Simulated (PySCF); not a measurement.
**How methods differ on the ionisation energy of Cr**

Cr [Ar] 3d5 4s1 (7S) → Cr⁺ [Ar] 3d5 (6S), as a difference of total energies. Computed with PySCF 2.14 in aug-cc-pVDZ (7s6p4d2f, 59 functions), with the non-relativistic Hamiltonian (point nucleus). Correlated levels: valence: [Ar] frozen. The calculations carry no spin-orbit coupling.

```tsv
method	ionisation energy (eV)	difference from reference (eV)
UHF	5.911	-0.856
BP86	7.361	+0.594
PBE	7.214	+0.447
MP2 (valence)	6.354	-0.413
SCS-MP2 (valence)	6.059	-0.708
```

Reference: 6.767 eV (measured; NIST Atomic Spectra Database, ionization energies).

These non-relativistic numbers lack the scalar-relativistic shift.

Errors of the correlated levels include the incompleteness of this basis and the frozen core.
